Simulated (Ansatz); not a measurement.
`CC(C)[Si]F` + dimethylamine → `CN(C)[Si]F` + propane at 600 K and 1 bar (ligand exchange at the Si–C bond).

Calculated with Ansatz (gas phase, PBE0-D4/def2-TZVP geometries, no zero-point term in ΔE). CCSD(T)/CBS is the MP2 limit (def2-TZVPP, def2-QZVPP) plus CCSD(T) − MP2 in def2-TZVPP, frozen cores. One conformer a species, not always the lowest.

```json
{"species": "`CC(C)[Si]F`", "CCSD(T)/CBS energy (Eh)": "-507.26195", "H − E (kJ/mol)": "312.6", "S (J/(mol·K))": "444.2"}
{"species": "`CNC`", "CCSD(T)/CBS energy (Eh)": "-135.00321", "H − E (kJ/mol)": "284.6", "S (J/(mol·K))": "333.5"}
{"species": "`CN(C)[Si]F`", "CCSD(T)/CBS energy (Eh)": "-523.34250", "H − E (kJ/mol)": "282.3", "S (J/(mol·K))": "415.4"}
{"species": "`CCC`", "CCSD(T)/CBS energy (Eh)": "-118.98051", "H − E (kJ/mol)": "315.9", "S (J/(mol·K))": "335.6"}
```

H − E and S are ideal-gas, rigid-rotor, harmonic terms from PBE0-D4/def2-TZVP, for one conformer and one mirror image of each species. 1 Eh = 2625.50 kJ/mol, R = 8.31446 J/(mol·K).

Q: By hand: ΔE, ΔH, ΔS and ΔG.

A: ΔE = (-523.34250) + (-118.98051) − (-507.26195) − (-135.00321) = -0.05785 Eh = -151.9 kJ/mol. Δ(H − E) = 282.3 + 315.9 − 312.6 − 284.6 = 1.0, so ΔH = -150.9 kJ/mol. ΔS = 415.4 + 335.6 − 444.2 − 333.5 = -26.7 J/(mol·K). ΔG = -150.9 − 600 × (-26.7)/1000 = -134.9 kJ/mol.

Q: By hand: the equilibrium constant, and the temperature at which ΔG would vanish if ΔH and ΔS stayed fixed.

A: log₁₀ K = −ΔG/(RT ln 10) = 11.7. ΔG = 0 at ΔH/ΔS = 5652 K, far beyond where these terms or the molecules hold.

ΔH outweighs TΔS. A doubt of 5 kJ/mol in ΔE shifts log₁₀ K by 0.4 here. Other conformers and mirror images would add mixing entropy, several J/(mol·K) or more a flexible species. Modes under 60 cm⁻¹, often nearly free rotors, make the harmonic entropy too high. These are equilibria of isolated gas molecules and say nothing of rates. Largest T1 diagnostic: 0.013 (customary marks: 0.02 for closed shells, 0.045 for open ones).
